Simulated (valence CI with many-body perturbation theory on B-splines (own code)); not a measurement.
## E1 transitions of Cr¹⁸⁺

Computed by relativistic CI+MBPT: four valence electrons over a frozen Dirac-Fock core [He], radial functions for each j: 11 s, 11 p, 10 d, 8 f, 5 g, 2 h, with the one-electron correlation potential Σ1, the two-electron term Σ2, the three-electron term Σ3, Breit, model QED; selected CI, second order for the rest, scaled by the run's own slope (own B-spline code, finite nucleus).

No measured spectrum was set against this ion. As an estimate, levels of excited configurations hold to 0.05 to 0.15 % of their energy, terms of the ground configuration to about 0.5 %. Among the levels kept, up to 850 cm⁻¹ of a level comes from second order outside the variational space, and about a tenth of that is noise between levels of different J, which matters for small intervals.

Lines 1 to 50 of 552 in falling wavelength, among levels below 977.44 eV, chosen from the strongest by gf and those to the six lowest levels. Wavelengths and rates use the calculated energies, so an error of 500 cm⁻¹ moves a line at 79.76 nm by 0.4 % and its rate by three times that or more. Electric multipoles are in the length gauge with retardation, E1 and E2 with the static RPA response of the core. Weak lines are less certain than strong ones. Lines between different terms over intervals too small for the method are left out, as are lines whose strength nearly cancels. The highest levels of a list are the least certain.

Names give the largest LS component (configuration and term), which can be under half, so a name can repeat, a term be missing and a line seem to break the LS rules; names also repeat where a configuration has a term twice. Letters in brackets count levels of one name in rising energy.

| λ vac (nm) | Upper | Lower | A (s⁻¹) | S (a.u.) |
| --- | --- | --- | --- | --- |
| 79.76 | 2p3 3p 3P_1 | 2p3 3s 3S°_1 | 3.48e+08 | 2.62e-01 |
| 75.95 | 2p3 3p 1P_1 | 2p3 3s 1D°_2 | 3.46e+08 | 2.24e-01 |
| 73.41 | 2p3 3p 3P_2 | 2p3 3s 3S°_1 | 3.89e+08 | 3.80e-01 |
| 73.16 | 2s 2p2 3p 1D°_2 [a] | 2s 2p2 3s 1D_2 | 3.07e+08 | 2.97e-01 |
| 69.81 | 2p3 3p 1F_3 | 2p3 3s 1D°_2 | 6.46e+08 | 7.59e-01 |
| 67.15 | 2p3 3p 3F_3 | 2p3 3s 3D°_3 | 6.08e+08 | 6.37e-01 |
| 67.02 | 2p3 3p 3D_2 [a] | 2p3 3s 3D°_2 | 5.52e+08 | 4.10e-01 |
| 65.64 | 2s 2p2 3p 1F°_3 | 2s 2p2 3s 1D_2 | 7.10e+08 | 6.93e-01 |
| 65.21 | 2s2 2p 3p 3D_1 | 2s2 2p 3s 3P°_1 | 5.06e+08 | 2.08e-01 |
| 65.18 | 2s 2p2 3p 1P°_1 [b] | 2s 2p2 3s 1S_0 | 4.74e+08 | 1.94e-01 |
| 64.83 | 2s 2p2 3d 5P_3 | 2s 2p2 3p 5S°_2 | 2.32e+08 | 2.18e-01 |
| 64.02 | 2s 2p2 3d 1F_3 [a] | 2s 2p2 3p 3P°_2 [b] | 2.41e+08 | 2.18e-01 |
| 62.64 | 2s2 2p 3p 3P_1 | 2s2 2p 3s 1P°_1 | 6.45e+08 | 2.35e-01 |
| 62.47 | 2s 2p2 3p 3D°_3 [a] | 2s 2p2 3s 3P_2 [a] | 7.50e+08 | 6.32e-01 |
| 61.86 | 2s 2p2 3p 3D°_2 [a] | 2s 2p2 3s 3P_1 [a] | 7.57e+08 | 4.42e-01 |
| 61.63 | 2p3 3p 5P_1 | 2p3 3s 5S°_2 | 1.06e+09 | 3.67e-01 |
| 61.26 | 2p3 3p 3F_3 | 2p3 3s 3D°_2 | 3.14e+08 | 2.49e-01 |
| 60.73 | 2s 2p2 3d 3F_4 [b] | 2s 2p2 3p 3D°_3 [b] | 4.06e+08 | 4.03e-01 |
| 60.70 | 2s 2p2 3d 5P_2 | 2s 2p2 3p 5S°_2 | 4.93e+08 | 2.72e-01 |
| 60.22 | 2p3 3p 3D_2 [b] | 2p3 3s 3D°_1 | 1.02e+09 | 5.51e-01 |
| 60.12 | 2p3 3p 5P_2 | 2p3 3s 5S°_2 | 1.12e+09 | 6.02e-01 |
| 59.87 | 2s 2p2 3p 1P°_1 [a] | 2s 2p2 3s 1D_2 | 6.15e+08 | 1.95e-01 |
| 59.83 | 2p3 3d 5D°_3 | 2p3 3p 5P_3 | 3.49e+08 | 2.58e-01 |
| 59.54 | 2s 2p2 3d 5F_5 | 2s 2p2 3p 5D°_4 | 9.69e+08 | 1.11e+00 |
| 59.38 | 2s 2p2 3p 3F°_2 | 2s 2p2 3s 3D_1 | 6.09e+08 | 3.15e-01 |
| 59.27 | 2s 2p2 3p 3P°_1 [a] | 2s 2p2 3s 3P_2 [a] | 6.96e+08 | 2.15e-01 |
| 59.00 | 2p3 3d 5D°_4 | 2p3 3p 5P_3 | 1.13e+09 | 1.03e+00 |
| 58.85 | 2s 2p2 3d 5P_1 | 2s 2p2 3p 5S°_2 | 6.91e+08 | 2.09e-01 |
| 58.42 | 2s 2p2 3p 5D°_1 | 2s 2p2 3s 5P_1 | 9.65e+08 | 2.85e-01 |
| 58.35 | 2s 2p2 3d 3F_3 [b] | 2s 2p2 3p 3D°_2 [b] | 5.04e+08 | 3.46e-01 |
| 57.88 | 2s 2p2 3d 5F_4 | 2s 2p2 3p 5D°_3 | 1.03e+09 | 8.91e-01 |
| 57.59 | 2s 2p2 3p 3P°_2 [a] | 2s 2p2 3s 3P_2 [a] | 1.00e+09 | 4.72e-01 |
| 57.34 | 2s 2p2 3d 3D_3 [b] | 2s 2p2 3p 3D°_3 [b] | 4.04e+08 | 2.63e-01 |
| 57.13 | 2p3 3p 3F_4 | 2p3 3s 3D°_3 | 1.63e+09 | 1.35e+00 |
| 56.52 | 2s 2p2 3d 3G_5 | 2s 2p2 3p 3F°_4 | 1.18e+09 | 1.16e+00 |
| 56.44 | 2s 2p2 3d 3F_4 [b] | 2s 2p2 3p 1F°_3 | 2.49e+08 | 1.99e-01 |
| 56.35 | 2p3 3p 3D_3 | 2p3 3s 3D°_2 | 1.18e+09 | 7.28e-01 |
| 56.21 | 2s 2p2 3d 3F_4 [c] | 2s 2p2 3p 3D°_3 [c] | 1.00e+09 | 7.90e-01 |
| 56.01 | 2s 2p2 3p 3D°_3 [c] | 2s 2p2 3s 3P_2 [b] | 1.15e+09 | 6.97e-01 |
| 55.95 | 2s 2p2 3d 5F_3 | 2s 2p2 3p 5D°_2 | 1.06e+09 | 6.43e-01 |
| 55.89 | 2s 2p2 3d 3D_3 [d] | 2s 2p2 3p 3P°_2 [c] | 1.07e+09 | 6.46e-01 |
| 55.78 | 2s 2p2 3d 3D_3 [c] | 2s 2p2 3p 3D°_2 [c] | 1.09e+09 | 6.54e-01 |
| 55.56 | 2s 2p2 3d 5D_2 | 2s 2p2 3p 5P°_2 | 5.03e+08 | 2.13e-01 |
| 55.32 | 2p3 3p 5P_3 | 2p3 3s 5S°_2 | 1.61e+09 | 9.39e-01 |
| 55.31 | 2s 2p2 3d 5D_4 | 2s 2p2 3p 5D°_4 | 4.35e+08 | 3.27e-01 |
| 55.11 | 2p3 3d 5D°_2 | 2p3 3p 5P_2 | 7.41e+08 | 3.06e-01 |
| 55.07 | 2s 2p2 3d 3F_2 [b] | 2s 2p2 3p 3D°_1 [b] | 5.62e+08 | 2.32e-01 |
| 55.07 | 2p3 3d 5D°_3 | 2p3 3p 5P_2 | 9.09e+08 | 5.25e-01 |
| 55.03 | 2s 2p2 3d 3D_2 [b] | 2s 2p2 3p 3D°_2 [b] | 4.15e+08 | 1.71e-01 |
| 54.53 | 2s 2p2 3d 5D_4 | 2s 2p2 3p 5P°_3 | 8.36e+08 | 6.02e-01 |
